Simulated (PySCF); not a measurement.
# One molecule, several mistakes: B2H3OSi anion

All numbers below are calculated, not measured. The program is PySCF 2.14.0, an open-source quantum chemistry code, run on an isolated molecule that a program drew, which may never have been made. The molecule is B2H3OSi anion (charge -1, singlet), drawn as the SMILES string `O=BB[SiH2-]`.

Each row is a Hartree-Fock (HF) and frozen-core CCSD(T) single point in the aug-cc-pV(D+d)Z basis, meant for a local HF minimum. Run 1 is clean. Each other run has one planted mistake out of seven kinds, and not every kind appears here: one electron removed, one electron added, multiplicity raised by two, geometry at a saddle point, minimal basis STO-3G, one bond length entered in bohr, all coordinates scaled. The reference is restricted for singlets and unrestricted otherwise, and also for a bond in bohr. Adding or removing an electron swaps singlet and doublet. Electrons count all cores. HOMO and LUMO are orbital energies over both spins, the gradient is its largest component, and the lowest frequency (negative if imaginary) is given only where the gradient is small. Bond lengths are over the 6 bonds as drawn. T1 is the CCSD diagnostic: over 0.02 (restricted) or 0.045 (unrestricted) a single reference is doubtful.

Geometry of the clean run:
```xyz
7
B2H3OSi anion, angstrom
O    -0.3616   -1.7178   -0.7654
B     0.6381   -1.3576   -0.1899
B     2.0378   -0.8571    0.5902
Si    2.0259   -0.5428    2.4271
H     3.0434   -0.7070   -0.0590
H     3.1905   -0.0962    3.2459
H     0.8527   -0.6916    3.3337
```

| run | electrons | basis functions | <S^2> | HOMO (eV) | LUMO (eV) | gradient (hartree/bohr) | lowest frequency (cm^-1) | mean bond (Å) | longest bond (Å) | T1 | HF (hartree) | CCSD(T) (hartree) | mistake |
|---|---|---|---|---|---|---|---|---|---|---|---|---|---|
| 1 | 36 | 128 | 0.000 | -2.26 | 3.75 | 2.8e-05 | 127 | 1.4899 | 1.864 | 0.0195 | -414.97283 | -415.51306 | no fault |
| 2 | 36 | 27 | 0.000 | 2.96 | 13.63 | 4.9e-02 | - | 1.4899 | 1.864 | 0.0206 | -409.77652 | -410.03778 | minimal basis STO-3G |
| 3 | 35 | 128 | 0.761 | -9.39 | -0.76 | 3.7e-02 | - | 1.4899 | 1.864 | 0.0197 | -414.92119 | -415.41820 | one electron removed |
| 4 | 36 | 128 | 0.000 | -2.25 | 3.75 | 1.4e-01 | - | 1.3960 | 1.746 | 0.0171 | -414.93952 | -415.46936 | all coordinates scaled |
| 5 | 36 | 128 | 2.024 | -0.72 | 3.73 | 6.4e-02 | - | 1.4899 | 1.864 | 0.0178 | -414.92525 | -415.43770 | ? |

**Which mistake was planted in run 5, and what did it cost?**

Electrons, basis and geometry are unchanged, and <S^2> is 2.024, beside S(S+1) = 2.00 for a multiplicity of 3. So the mistake is: multiplicity raised by two. Subtracting run 1 and multiplying by 627.51 kcal/mol a hartree, the energy moved by 29.9 kcal/mol in HF and 47.3 kcal/mol in CCSD(T).

Cautions from the logs. Run 2: T1 is over the limit, so its CCSD(T) energy is less reliable and the HOMO is above zero, so the electron isn't bound and the energy depends on the basis.
